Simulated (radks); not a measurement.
Values are calculated unless marked as measured or tabulated.
Polarisability of neutral erbium, [Xe] 4f12 6s2, at imaginary frequency. Level of theory: scalar-relativistic Kohn-Sham, LB94 model potential, spin-polarised, spherical densities, finite nucleus; open shells are filled with parallel spins first (spin-orbit coupling, left out, can overturn this in heavy ions); Fermi nuclear charge, rms radius 5.2516 fm (a radial shooting solver on a logarithmic mesh with Libxc functionals). Response by self-consistent Sternheimer equations with the Hartree and adiabatic LDA kernel, the relativistic mass of each level held fixed and spin-orbit coupling left out.

| w (hartree) | alpha1(iw) (bohr^3) |
|---|---|
| 0.00266 | 104.7 |
| 0.0143 | 103.8 |
| 0.0360 | 98.84 |
| 0.0697 | 85.81 |
| 0.118 | 64.92 |
| 0.186 | 43.11 |
| 0.280 | 26.56 |
| 0.413 | 16.12 |
| 0.605 | 9.995 |
| 0.892 | 6.326 |
| 1.35 | 3.920 |
| 2.12 | 2.230 |
| 3.59 | 1.092 |
| 6.94 | 0.4203 |
| 17.5 | 0.09896 |

Static values: alpha1 = 104.8 bohr^3 (15.52 angstrom^3; uncoupled 186.0). C6 = 1318, triple-dipole C9 = 98700 atomic units. One-pole (London) frequency 4 C6 / (3 alpha1^2) = 0.160 hartree, against 0.252 for minus the highest occupied eigenvalue. Recommended static value: 150 bohr^3 (Schwerdtfeger and Nagle, 2023 table).
